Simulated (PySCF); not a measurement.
# How methods differ on the ionisation energy of N²⁺

N²⁺ [He] 2s2 2p1 (2P) → N³⁺ [He] 2s2 (1S), as a difference of total energies. All numbers are calculated (PySCF 2.14, the spin-free X2C one-electron Hamiltonian (Gaussian nucleus), in ANO-RCC-VTZP). Correlated levels: valence and next inner shell: nothing frozen. The calculations carry no spin-orbit coupling.

| method | ionisation energy (eV) | plus first-order spin-orbit estimate | difference from reference of that sum (eV) |
| --- | --- | --- | --- |
| UHF | 47.310 | 47.324 | -0.121 |
| MP2 (valence and next inner shell) | 47.514 | 47.529 | +0.084 |
| SCS-MP2 (valence and next inner shell) | 47.457 | 47.472 | +0.027 |
| CCSD (valence and next inner shell) | 47.280 | 47.294 | -0.151 |
| CCSD(T) (valence and next inner shell) | 47.306 | 47.321 | -0.124 |
| CCSDT (valence and next inner shell) | 47.313 | 47.328 | -0.117 |

Reference: 47.445 eV (semi-empirical (NIST evaluation); NIST Atomic Spectra Database, ionization energies).

A first-order spin-orbit estimate (lowest level to lowest level, LS coupling) adds 0.014 eV.

Errors of the correlated levels include the incompleteness of this basis.

The coupled-cluster amplitudes are large for N³⁺ (T1 above 0.03 or a double amplitude above 0.15), so a single reference is strained.
